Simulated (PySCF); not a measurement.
C5H8NO (charge +1).
Cartesian coordinates in Å at the GFN2-xTB level; atoms count from 1:
```
atom  x, y, z in Å
C1    -1.8906    0.5159    0.4484
C2    -1.0980   -0.2883   -0.5778
N3     0.3087   -0.2987   -0.2342
C4     1.2078    0.6926   -0.5242
C5     2.3868    0.3059    0.0287
O6     2.1997   -0.8760    0.6327
C7     0.9554   -1.2133    0.4646
H8    -1.5462    1.5458    0.4905
H9    -2.9378    0.5194    0.1621
H10   -1.8090    0.0752    1.4385
H11   -1.4547   -1.3189   -0.6117
H12   -1.2014    0.1589   -1.5684
H13    0.9507    1.5672   -1.0867
H14    3.3609    0.7559    0.0556
H15    0.5632   -2.1339    0.8601
```

Four sets of settings were typed for PySCF runs (density fitting) on one GFN2-xTB geometry. Runs with no stated cap are allowed at least 80 cycles.

Question: One run ended without self-consistency. Which?
A. B3LYP/cc-pVDZ, fitting basis def2-universal-jkfit
B. PBE0/pcSseg-1
C. PBE/def2-SVP, at most 2 cycles
D. PBE0/LANL2DZ, energy threshold 1e-15 Eh, at most 77 cycles

Answer: C. The cap of 2 cycles ended the SCF with an orbital gradient of 1.2e+00, before the energy threshold of 1e-09 Eh and the gradient threshold (its square root) were both met. Raise the cap. Its energy and orbitals aren't self-consistent and shouldn't be used.

The end of its output:
```
final grid: 121216 points
cycle   1  E = -324.3516955802  dE =  1.314e+00  |g| = 5.530e-01  |ddm| = 4.149e+00
cycle   2  E = -324.1137405873  dE =  2.380e-01  |g| = 1.189e+00  |ddm| = 1.435e+00
SCF not converged, last energy = -324.1137405873
```

The others met their thresholds:

```tsv
settings	basis functions	SCF cycles	E (Eh)	HOMO (eV)	LUMO (eV)
PBE0/LANL2DZ, energy threshold 1e-15 Eh, at most 77 cycles	79	49	-324.6123	-13.37	-6.32
PBE0/pcSseg-1	159	14	-324.6430	-13.15	-6.21
B3LYP/cc-pVDZ, fitting basis def2-universal-jkfit	138	11	-325.0733	-12.79	-6.29
```

Cycle counts include a coarse-grid stage where the run had one.
